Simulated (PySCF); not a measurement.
C2H6BFN2, SMILES FB(/C=N/C)N. Geometry optimised at PBE-D3(BJ)/def2-SVP. The structure was generated by enumeration; whether it is a known compound was not checked. One conformer was computed; it need not be the lowest.

Question: Give the equilibrium geometry at PBE-D3(BJ)/def2-SVP (PySCF confirms it by a frequency run) as bond lengths and angles, and its point group. (Estimate from the structure and the level; the computed values follow.)

Answer: Several could match; the one computed here: point group Cs.
Atoms: C1 N2 C3 B4 N5 F6 H7 H8 H9 H10 H11 H12. Bonded distances (Å): C1–N2 1.442, C1–H7 1.118, C1–H8 1.112, C1–H9 1.112, N2–C3 1.287, C3–B4 1.585, C3–H10 1.124, B4–N5 1.398, B4–F6 1.353, N5–H11 1.019, N5–H12 1.022. Bond angles (°): N2–C1–H7 114.3, N2–C1–H8 109.4, N2–C1–H9 109.4, H7–C1–H8 108.8, H7–C1–H9 108.8, H8–C1–H9 105.7, C1–N2–C3 119.4, N2–C3–B4 119.2, N2–C3–H10 120.5, B4–C3–H10 120.4, C3–B4–N5 119.2, C3–B4–F6 119.7, N5–B4–F6 121.1, B4–N5–H11 125.2, B4–N5–H12 118.2, H11–N5–H12 116.6.
Charge 0, spin multiplicity 1.
